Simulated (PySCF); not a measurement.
CH3NO2Si, SMILES N#CO[SiH2]O. Geometry: r2SCAN-D4/def2-SVP. The structure was generated by enumeration, and PubChem lists no compound with its InChIKey, so it may never have been made. One conformer was computed; it need not be the lowest.

Computed equilibrium geometry at r2SCAN-D4/def2-SVP (PySCF confirms it by a frequency run) as a Z-matrix (one conformer of several):
```
Si
O 1 1.6412
H 2 0.9651 1 119.71
O 1 1.7277 2 109.93 3 75.67
C 4 1.2824 1 122.25 2 -58.29
N 5 1.1688 1 146.97 2 -52.91
H 1 1.4716 2 108.88 3 -171.87
H 1 1.4847 7 115.58 4 114.66
```
Charge 0, spin multiplicity 1.
